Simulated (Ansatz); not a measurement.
Calculated with Ansatz (gas phase, PBE0-D4/def2-TZVP geometries, no zero-point term in ΔE). CBS: MP2 limit from def2 TZ/QZ plus the TZ coupled-cluster correction, frozen cores. This one scheme is used for every species. For Ge outer-core shells are correlated without core-valence functions, which leaves a few kJ/mol of doubt a bond. Scalar relativity is left out up to krypton. Each species was taken in one conformer, which may not be the lowest.

`NC[SiH2][GeH3]` + H–F → `F[SiH2][GeH3]` + CH₃NH₂  (ligand exchange at the Si–C bond)

```csv
species,HF/CBS(def2) energy (Eh)
`NC[SiH2][GeH3]`,-2461.95536
H–F,-100.07071
`F[SiH2][GeH3]`,-2466.82695
CH₃NH₂,-95.26299
```

(1) Work out ΔE.

Largest T1 diagnostic among the species: 0.012.

Results:

(1) ΔE = (-2466.82695) + (-95.26299) − (-2461.95536) − (-100.07071) = -0.06387 Eh = -167.7 kJ/mol. CCSD(T)/CBS gives -130.0 kJ/mol.

In def2-TZVPP, CCSD(T) changes the Hartree–Fock value by +34.6 kJ/mol (the triples alone add +4.8 kJ/mol) and MP2 by +36.1 kJ/mol. The D4 term adds +12.3 kJ/mol with B3LYP and +6.9 kJ/mol with PBE0; it sums over pairs of atoms, weighted by their polarisabilities, and B3LYP, whose exchange is more repulsive, gets the larger term.

B3LYP here is the variant with VWN-RPA as its local correlation; programs differ in this.
